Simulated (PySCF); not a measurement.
Computed shifts of a molecule C3H7BFN, PBE/pcSseg-1 in PySCF, GIAO, gas phase, equivalent atoms averaged, in ppm (number of nuclei): ¹⁹F: -148.0 (1). ¹³C: 50.5 (1), 30.4 (1), 14.1 (1). ¹⁵N: 110.6 (1). ¹H: 3.54 (1), 3.36 (1), 3.16 (1), 2.12 (2), 1.06 (2). References: ¹⁹F against CFCl3 (σ = 133.6 ppm); ¹¹B against BF3 (σ = 83.9 ppm); ¹³C against TMS (σ = 182.0 ppm); ¹⁵N against NH3 (σ = 267.0 ppm); ¹H against TMS (σ = 31.49 ppm), references at their B3LYP-D3(BJ)/def2-TZVP geometries, non-relativistic. The structure is a stationary point at PBE0-D3(BJ)/def2-SVP. Other conformers were not sampled.

Q: Pick the molecule that these values belong to.
A) C/C=N/B(C)F
B) CB(N)/C=C\F
C) FB1CCCN1
D) C/C=C/B(N)F

A: C, FB1CCCN1
